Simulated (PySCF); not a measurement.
Computed structure and properties of [Dy(BH4)2]+

System: [Dy(BH4)2]+ (singlet in the valence; each metal's 4f electrons, 9 of them, lie in its core potential, out of spins and levels; a saddle point, relaxed within its symmetry); start: template (C2). Method: PySCF 2.14.0, RKS PBE0, Dy lcecp-1-SVP with ECP55, B def2-SVP, H def2-SVP; non-relativistic Hamiltonian with scalar-relativistic core potentials where named; density fitting; no spin-orbit coupling.

Input of the relaxation:

```python
mol = gto.M(atom='''
Dy     0.00000     0.00000    -0.15575
B      2.24740     0.00000     0.85005
H      3.34270     0.00000     1.34025
H      1.52730    -0.83350     1.44095
H      2.33290    -0.30510    -0.35915
H      1.74310     1.13860     0.95855
B     -2.24740     0.00000     0.85005
H     -3.34270     0.00000     1.34025
H     -1.52730     0.83350     1.44095
H     -2.33290     0.30510    -0.35915
H     -1.74310    -1.13860     0.95855''',
    basis={'Dy': 'lcecp-1-SVP', 'B': 'def2-SVP', 'H': 'def2-SVP'},
    ecp={'Dy': 'lcecp-1-SVP'},
    charge=1, spin=0)
mf = dft.RKS(mol, xc='PBE0')
mf.grids.atom_grid = (50, 194)  # f atoms: unpruned, at least (60, 302)
mf = mf.density_fit()  # fitting sets: Dy AutoAux, B def2-universal-JKFIT, H def2-universal-JKFIT
mf.conv_tol = 1e-08; mf.max_cycle = 55
mf.kernel(dm0)  # dm0: converged density of the start geometry
# quasi-Newton relaxation in Cartesian coordinates to a largest gradient under 0.00045 Eh/bohr, steps kept in the point group
```

Run from Python with OMP_NUM_THREADS=2; the lines above give its settings. Where DIIS fails, smearing, a level shift and second-order steps follow.
It took 51 s on 2 threads of Arm Neoverse V1, with other jobs on the host, from the converged density of the start.

Course of the relaxation:

```json
{"step": "0", "energy above end (eV)": "0.4887", "largest force component within the symmetry (eV/Å)": "1.559"}
{"step": "1", "energy above end (eV)": "0.3316", "largest force component within the symmetry (eV/Å)": "1.237"}
{"step": "2", "energy above end (eV)": "0.0828", "largest force component within the symmetry (eV/Å)": "0.301"}
{"step": "3", "energy above end (eV)": "0.0612", "largest force component within the symmetry (eV/Å)": "0.264"}
{"step": "4", "energy above end (eV)": "0.0504", "largest force component within the symmetry (eV/Å)": "0.274"}
{"step": "5", "energy above end (eV)": "0.0427", "largest force component within the symmetry (eV/Å)": "0.218"}
{"step": "6", "energy above end (eV)": "0.0320", "largest force component within the symmetry (eV/Å)": "0.179"}
{"step": "7", "energy above end (eV)": "0.0132", "largest force component within the symmetry (eV/Å)": "0.204"}
{"step": "8", "energy above end (eV)": "0.0064", "largest force component within the symmetry (eV/Å)": "0.137"}
{"step": "9", "energy above end (eV)": "0.0016", "largest force component within the symmetry (eV/Å)": "0.095"}
{"step": "10", "energy above end (eV)": "0.0006", "largest force component within the symmetry (eV/Å)": "0.046"}
{"step": "11", "energy above end (eV)": "0.0002", "largest force component within the symmetry (eV/Å)": "0.043"}
{"step": "12", "energy above end (eV)": "0.0001", "largest force component within the symmetry (eV/Å)": "0.022"}
{"step": "13", "energy above end (eV)": "0.0000", "largest force component within the symmetry (eV/Å)": "0.012"}
```

Relaxed geometry (C2):

```xyz
11

Dy    0.0000   -0.0001   -0.3263
B     2.0251   -0.0269    0.8931
H     3.0021   -0.0312    1.5848
H     1.1907   -0.9405    1.1859
H     2.2208   -0.1562   -0.3447
H     1.3314    1.0346    0.9970
B    -2.0251    0.0269    0.8930
H    -3.0019    0.0313    1.5850
H    -1.1906    0.9404    1.1858
H    -2.2210    0.1562   -0.3448
H    -1.3315   -1.0346    0.9969
```

```
     contact      Å
Dy1–H4 (BH4)  2.142
Dy1–H9 (BH4)  2.142
```

On the finer grid (75, 302):

```json
{
 "HOMO": "-14.04 eV",
 "LUMO": "-7.72 eV",
 "Dipole about the centre of mass": "4.11 D",
 "Set of Mulliken populations of Dy1 outside the core potential": "s 2.37, p 6.36, d 1.26, f 0.04",
 "D3(BJ) dispersion energy (not in the energies)": "-0.180 eV"
}
```

| atom | Mulliken (e) | Löwdin (e) | spin (e) |
| --- | --- | --- | --- |
| Dy1 | 0.96 | 0.99 | 0.00 |
| B2 | -0.12 | -0.23 | 0.00 |
| H3 | 0.09 | 0.04 | 0.00 |
| H4 | 0.03 | 0.07 | 0.00 |
| H5 | -0.01 | 0.05 | 0.00 |
| H6 | 0.02 | 0.07 | 0.00 |
| B7 | -0.12 | -0.23 | 0.00 |
| H8 | 0.09 | 0.04 | 0.00 |
| H9 | 0.03 | 0.07 | 0.00 |
| H10 | -0.01 | 0.05 | 0.00 |
| H11 | 0.02 | 0.07 | 0.00 |

The 4f levels lie in the core potential and are missing. Their spin isn't counted.

On the grid (50, 194), as all that follows. Harmonic modes: 1 unstable, so a saddle point once the symmetry is let go (counted below −25 cm⁻¹); lowest -71 cm⁻¹ (negative: unstable), highest 2719 cm⁻¹, zero-point energy 2.149 eV.

Taking off one BH4 (charge -1, singlet; the rest: singlet) in vacuum, both parts rigid, costs 13.89 eV; the small basis without counterpoise inflates it. Most of it is the attraction of opposite charges; other ways to part are cheaper, and one spin state was tried for the rest.

Rigid scan of BH4 along the line from its metal:

distance to B2 (Å), energy (eV) and a bar:
```
     2.06      1.145 #######
     2.16      0.451 ###
     2.26      0.100 #
     2.36      0.000 
     2.46      0.079 
     2.56      0.281 ##
     2.76      0.901 ######
     3.06      2.020 #############
     3.46      3.421 #####################
     3.96      4.788 ##############################
```

One start shape was tried, so this needn't be the lowest isomer.

An lcecp potential fixes the number of 4f electrons, so in runs with it no electron can move into or out of that shell.
